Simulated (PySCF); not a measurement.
PySCF input (TPSSh/def2-TZVPD):

```python
from pyscf import gto, scf, dft

mol = gto.M(
    atom='''
    O     0.43661905   -0.65734483    0.45730680
    Sn   -1.59273669   -0.90151243   -0.08100143
    H    -1.40451194   -0.18507235   -1.74805134
    H    -2.13304806    0.71946393    0.55408153
    Sn    1.48177579    0.91143445    0.03661180
    H     0.81313203    2.37210262    0.68185431
    H     1.71324391    1.13372723   -1.66566301
    H     3.06627619    0.72243638    0.73880525
    ''',
    basis='def2-tzvpd',
    ecp='def2-tzvp',
    charge=-1,
    spin=0,
    verbose=4,
)

mf = dft.RKS(mol, xc='tpssh').density_fit(auxbasis='def2-universal-jkfit')
mf.grids.level = 3
mf.conv_tol = 1e-9
mf.max_cycle = 100
mf.max_memory = 1500
mf.kernel()
if not mf.converged:
    mf = mf.newton()
    mf.kernel(mf.make_rdm1())
mf.analyze()
```

Output:

```
ECP def2-tzvp not found for  O
ECP def2-tzvp not found for  H
PySCF version 2.14.0

[INPUT] verbose = 4
[INPUT] num. atoms = 8
[INPUT] num. electrons = 58
[INPUT] charge = -1
[INPUT] spin (= nelec alpha-beta = 2S) = 0
[INPUT] symmetry False subgroup None
[INPUT] Mole.unit = angstrom
[INPUT] Symbol           X                Y                Z      unit          X                Y                Z       unit  Magmom
[INPUT]  1 O      0.436619050000  -0.657344830000   0.457306800000 AA    0.825090425268  -1.242201698099   0.864184606901 Bohr   0.0
[INPUT]  2 Sn    -1.592736690000  -0.901512430000  -0.081001430000 AA   -3.009836132646  -1.703611590591  -0.153070518398 Bohr   0.0
[INPUT]  3 H     -1.404511940000  -0.185072350000  -1.748051340000 AA   -2.654142905282  -0.349736054730  -3.303338284279 Bohr   0.0
[INPUT]  4 H     -2.133048060000   0.719463930000   0.554081530000 AA   -4.030876643935   1.359589784203   1.047062342380 Bohr   0.0
[INPUT]  5 Sn     1.481775790000   0.911434450000   0.036611800000 AA    2.800150421111   1.722361490994   0.069186274927 Bohr   0.0
[INPUT]  6 H      0.813132030000   2.372102620000   0.681854310000 AA    1.536596839812   4.482624291163   1.288517902754 Bohr   0.0
[INPUT]  7 H      1.713243910000   1.133727230000  -1.665663010000 AA    3.237561774479   2.142433964662  -3.147646904719 Bohr   0.0
[INPUT]  8 H      3.066276190000   0.722436380000   0.738805250000 AA    5.794422221375   1.365206900622   1.396139581891 Bohr   0.0

nuclear repulsion = 219.891159038586
number of shells = 75
number of NR pGTOs = 304
number of NR cGTOs = 197
basis = def2-tzvpd
ecp = def2-tzvp

******** <class 'pyscf.df.df_jk.DFRKS'> ********
method = DFRKS
initial guess = minao
damping factor = 0
level_shift factor = 0
DIIS = <class 'pyscf.scf.diis.CDIIS'>
diis_start_cycle = 1
diis_space = 8
diis_damp = 0
SCF conv_tol = 1e-09
SCF conv_tol_grad = None
SCF max_cycles = 100
direct_scf = False
XC library pyscf.dft.libxc version 7.1.2
    S. Lehtola, C. Steigemann, M. J. T. Oliveira, and M. A. L. Marques,  SoftwareX 7, 1–5 (2018)
XC functionals = tpssh
    V. N. Staroverov, G. E. Scuseria, J. Tao, and J. P. Perdew,  J. Chem. Phys. 119, 12129 (2003)
radial grids:
    Treutler-Ahlrichs [JCP 102, 346 (1995); DOI:10.1063/1.469408] (M4) radial grids

becke partition: Becke, JCP 88, 2547 (1988); DOI:10.1063/1.454033
pruning grids: <function nwchem_prune>
grids dens level: 3
symmetrized grids: False
atomic radii adjust function: <function treutler_atomic_radii_adjust>
small_rho_cutoff = 0
Set gradient conv threshold to 3.16228e-05
Initial guess from minao.
tot grids = 107040
******** <class 'pyscf.df.df.DF'> ********
auxbasis = def2-universal-jkfit
init E= -432.594303050029
[...]
cycle= 14 E= -506.761731349244  delta_E= -8.05e-11  |g|= 7.28e-06  |ddm|= 4.22e-05
  HOMO = -0.0228051947656311  LUMO = 0.0973481591919885  gap/eV = 3.26954
Extra cycle  E= -506.761731349224  delta_E= 2.05e-11  |g|= 1.28e-05  |ddm|= 2.78e-05
converged SCF energy = -506.761731349224
**** SCF Summaries ****
Total Energy =                        -506.761731349223737
Nuclear Repulsion Energy =             219.891159038586238
One-electron Energy =                -1309.007022344402685
Two-electron Energy =                  582.354131956592710
Two-electron Coulomb Energy =          628.929389993084328
DFT Exchange-Correlation Energy =      -46.575258036491675
HOMO-LUMO gap [eV] =                     3.269539296138483
**** MO energy ****
MO #1   energy= -18.8527938983503  occ= 2
MO #2   energy= -4.87226897109015  occ= 2
MO #3   energy= -4.8052669443873   occ= 2
MO #4   energy= -3.22660196695667  occ= 2
MO #5   energy= -3.22598001532616  occ= 2
MO #6   energy= -3.22420267076873  occ= 2
MO #7   energy= -3.16100968900857  occ= 2
MO #8   energy= -3.15818698914937  occ= 2
MO #9   energy= -3.15469255479295  occ= 2
MO #10  energy= -0.846842811730912 occ= 2
MO #11  energy= -0.834405064161463 occ= 2
MO #12  energy= -0.834053013595753 occ= 2
MO #13  energy= -0.830081555309584 occ= 2
MO #14  energy= -0.829907909017282 occ= 2
MO #15  energy= -0.773619636336439 occ= 2
MO #16  energy= -0.765252720888506 occ= 2
MO #17  energy= -0.762316948673363 occ= 2
MO #18  energy= -0.761026917832413 occ= 2
MO #19  energy= -0.758637161197412 occ= 2
MO #20  energy= -0.682615591037038 occ= 2
MO #21  energy= -0.341115384838552 occ= 2
MO #22  energy= -0.264735427552328 occ= 2
MO #23  energy= -0.179686579355935 occ= 2
MO #24  energy= -0.175737122763871 occ= 2
MO #25  energy= -0.162239846946248 occ= 2
MO #26  energy= -0.11121139924084  occ= 2
MO #27  energy= -0.103621177499443 occ= 2
MO #28  energy= -0.0735787134475707 occ= 2
MO #29  energy= -0.0228051947656311 occ= 2
MO #30  energy= 0.0973481591919885 occ= 0
MO #31  energy= 0.112998336716954  occ= 0
MO #32  energy= 0.126052392045458  occ= 0
MO #33  energy= 0.148219589245494  occ= 0
MO #34  energy= 0.151504447769343  occ= 0
MO #35  energy= 0.153915986641722  occ= 0
MO #36  energy= 0.160749948280488  occ= 0
MO #37  energy= 0.165085330418509  occ= 0
MO #38  energy= 0.17185767222371   occ= 0
MO #39  energy= 0.175708092514595  occ= 0
MO #40  energy= 0.193631154246656  occ= 0
MO #41  energy= 0.200887122569936  occ= 0
MO #42  energy= 0.202410170936213  occ= 0
MO #43  energy= 0.204923007982762  occ= 0
MO #44  energy= 0.206100650549436  occ= 0
MO #45  energy= 0.217787595881498  occ= 0
MO #46  energy= 0.239394448054231  occ= 0
MO #47  energy= 0.241490029354996  occ= 0
MO #48  energy= 0.258357003073228  occ= 0
MO #49  energy= 0.264099383093639  occ= 0
MO #50  energy= 0.267703128331293  occ= 0
MO #51  energy= 0.281363675990687  occ= 0
MO #52  energy= 0.282767848797288  occ= 0
MO #53  energy= 0.293362628200765  occ= 0
MO #54  energy= 0.313131191873533  occ= 0
MO #55  energy= 0.314569115494456  occ= 0
MO #56  energy= 0.321323497213963  occ= 0
MO #57  energy= 0.333525672178172  occ= 0
MO #58  energy= 0.337581134697507  occ= 0
MO #59  energy= 0.342185322801319  occ= 0
MO #60  energy= 0.358104804559311  occ= 0
MO #61  energy= 0.36628483868987   occ= 0
MO #62  energy= 0.384522440096191  occ= 0
MO #63  energy= 0.386309347221699  occ= 0
MO #64  energy= 0.393817997607373  occ= 0
MO #65  energy= 0.403558765222717  occ= 0
MO #66  energy= 0.417531357181072  occ= 0
MO #67  energy= 0.423963470982809  occ= 0
MO #68  energy= 0.441735676626757  occ= 0
MO #69  energy= 0.449399700212072  occ= 0
MO #70  energy= 0.457833958373966  occ= 0
MO #71  energy= 0.467681388482751  occ= 0
MO #72  energy= 0.477132160814155  occ= 0
MO #73  energy= 0.486522248718777  occ= 0
MO #74  energy= 0.503741586172573  occ= 0
MO #75  energy= 0.516112451221257  occ= 0
MO #76  energy= 0.526625640759213  occ= 0
MO #77  energy= 0.533275630389672  occ= 0
MO #78  energy= 0.54777045081064   occ= 0
MO #79  energy= 0.555234355775177  occ= 0
MO #80  energy= 0.557245533079711  occ= 0
MO #81  energy= 0.571373845685748  occ= 0
MO #82  energy= 0.578678721920297  occ= 0
MO #83  energy= 0.580179437406351  occ= 0
MO #84  energy= 0.591950571781483  occ= 0
MO #85  energy= 0.597899176945422  occ= 0
MO #86  energy= 0.613093122546543  occ= 0
MO #87  energy= 0.661142080011796  occ= 0
MO #88  energy= 0.683787478937049  occ= 0
MO #89  energy= 0.699885707724384  occ= 0
MO #90  energy= 0.729371855770383  occ= 0
MO #91  energy= 0.746987412344638  occ= 0
MO #92  energy= 0.757697981646861  occ= 0
MO #93  energy= 0.759503703989832  occ= 0
MO #94  energy= 0.774950848104549  occ= 0
MO #95  energy= 0.851293441745     occ= 0
MO #96  energy= 0.875866215428832  occ= 0
MO #97  energy= 0.909426179662116  occ= 0
MO #98  energy= 0.958704492269227  occ= 0
MO #99  energy= 0.98042149214145   occ= 0
MO #100 energy= 0.989615969212549  occ= 0
MO #101 energy= 0.996468955099166  occ= 0
MO #102 energy= 1.01200882485696   occ= 0
MO #103 energy= 1.0143687438015    occ= 0
MO #104 energy= 1.03234458516572   occ= 0
MO #105 energy= 1.0495260523251    occ= 0
MO #106 energy= 1.05393966775915   occ= 0
MO #107 energy= 1.11503020485009   occ= 0
[...]
```

It need not be the lowest isomer of its formula. Whether it binds its extra electron was not tested at this geometry.
